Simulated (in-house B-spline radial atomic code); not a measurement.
The numbers below are computed, except where a source is named.
**Two electrons in Ge: a Gaussian well −V exp(−r²/w²) with V = 15.8 meV and w = 71.7 nm**

For Ge the NSM archive of the Ioffe Institute lists m_l = 1.6 m0, m_t = 0.08 m0 and ε = 16.2; the model takes one isotropic valley with the conductivity mass 3/(1/m_l + 2/m_t) = 0.117 m0, and so misses anisotropy and the other valleys. All triplets below are those of one valley; with several valleys two electrons can form a triplet in the 1s orbital itself, at an energy set by the valley splitting.

Effective-mass model with parabolic bands, a uniform dielectric constant, no image charges, no central-cell or spin-orbit terms. Two-electron levels come from full CI in B-splines with partial waves to l = 5 (up to 0.001 effective hartree above the limit).

What are the effective units, and what is the potential in them?

Ha* = 27211.386 meV × 0.117/16.2² = 12.13 meV and a* = 0.0529177 nm × 16.2/0.117 = 7.327 nm. V = 1.3 Ha* and w = 9.78 a*.

In these units the lowest s and p orbitals lie at -1.062628 and -0.911283, and their Coulomb and exchange integrals are J_ss = 0.311536, J_sp = 0.256167 and K_sp = 0.05046. Full CI gives -1.870892 for the ground singlet, -1.784366 for the sp triplet, -1.724348 for the sp singlet and -1.652956 for the lowest triplet of two s orbitals.

What does it cost to add the second electron, to first order and exactly?

To first order E = 2ε_s + J_ss = -1.813720, so the charging energy E(2) − 2E(1) is J_ss = 3.779 meV. CI gives -1.870892 − 2 × (-1.062628) = 0.254364, or 3.086 meV: relaxation and correlation lower it by 0.6936 meV, 18.4 % of J_ss. The s² configuration of one-electron orbitals holds 86.7 % of the state, and the mean radius is 24.9 nm. The second electron is bound by ε_s − E = 9.805 meV, against 12.89 meV for the first.

How far above the singlet do the triplets lie?

To first order the sp triplet lies at ε_s + ε_p + J_sp − K_sp = -1.768207, which is 0.5521 meV above 2ε_s + J_ss. CI gives -1.784366 − (-1.870892) = 0.086526, or 1.05 meV, 57 % of the orbital spacing of 1.836 meV. The ss triplet lies 2.644 meV up, so the lower of the two is the sp one, and its gap equals k_BT at 12.2 K. The sp singlet-triplet splitting is 0.7281 meV, against 2K_sp = 1.224 meV.
